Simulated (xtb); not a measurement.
Zn(Cl)(Me) (CH3ClZn), SMILES [CH3][Zn][Cl]. All values are semi-empirical tight-binding results from xtb (GFN2-xTB unless named), good for trends rather than for accurate numbers. Geometry optimised at GFN2-xTB.

For metal compounds this method's bond lengths and energies can be far off.

Computed properties:
```yaml
point_group_as_xtb_finds_it: C3v
orbital_gap: 4.86 eV
zero_point_energy: 22.3 kcal/mol
G − E(el) at 298.15 K (modified RRHO): 4.6 kcal/mol
```
